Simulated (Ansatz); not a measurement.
Consider the ligand exchange at the Sn–F bond: `[OH][SnH2][F]` + `N[SiH3]` → `[OH][SnH2][NH][SiH3]` + H–F.

Program: Ansatz. Geometries: PBE0-D4/def2-TZVP. ΔE: electronic, gas phase. CCSD(T)/CBS is the MP2 limit (def2-TZVPP, def2-QZVPP) plus CCSD(T) − MP2 in def2-TZVPP, frozen cores. This one scheme is used for every species. Functionals use def2-TZVPP. B3LYP here is the variant with VWN-RPA as its local correlation; programs differ in this. Elements past krypton have def2 core potentials. For Sn outer-core shells are correlated without core-valence functions, which leaves a few kJ/mol of doubt a bond. One conformer a species, not always the lowest.

`[OH][SnH2][F]`:

```xyz
6

O     0.538    1.369    0.367
Sn   -0.271   -0.388    0.137
F    -0.752   -0.486   -1.721
H     1.327    1.508   -0.162
H     0.863   -1.639    0.344
H    -1.705   -0.363    1.034
```

`N[SiH3]`:

Z-matrix (Å, degrees):
```
Si
N 1 1.720
H 1 1.486 2 107.9
H 1 1.494 2 116.0 3 -120.3
H 1 1.486 2 107.9 3 119.4
H 2 1.007 1 119.6 3 -168.6
H 2 1.007 1 119.6 3 49.2
```

`[OH][SnH2][NH][SiH3]`:

Z-matrix (Å, degrees):
```
Sn
N 1 2.016
O 1 1.967 2 108.6
H 1 1.702 2 106.5 3 118.9
H 1 1.698 2 110.5 3 -111.7
Si 2 1.717 1 128.0 3 -102.1
H 2 1.010 1 114.4 3 71.5
H 3 0.960 1 113.2 2 55.3
H 6 1.491 2 113.1 1 114.1
H 6 1.490 2 112.7 1 -124.7
H 6 1.488 2 106.7 1 -5.2
```

H–F:

Cartesian coordinates in Å:
```
F -0.159 -0.415 -0.119
H 0.159 0.415 0.119
```

CCSD(T)/CBS gives +0.43 eV.

(1) Another level gave +0.56 eV. Which?
A. SCS-MP2/def2-TZVPP
B. MP2/def2-TZVPP
C. PBE0/def2-TZVPP
D. B3LYP/def2-TZVPP

Largest T1 diagnostic among the species: 0.014.

Results:

(1) C. PBE0 0.56, B3LYP 0.68, MP2/def2-TZVPP 0.36, SCS-MP2/def2-TZVPP 0.43 eV.

In def2-TZVPP, CCSD(T) changes the Hartree–Fock value by −0.26 eV (the triples alone add −0.03 eV) and MP2 by −0.31 eV. From PBE to PBE0 (25 % exact exchange), in def2-TZVPP and without D4, ΔE moves by −0.06 eV. The D4 term adds −0.12 eV with B3LYP and −0.07 eV with PBE0; it sums over pairs of atoms, weighted by their polarisabilities, and B3LYP, whose exchange is more repulsive, gets the larger term.
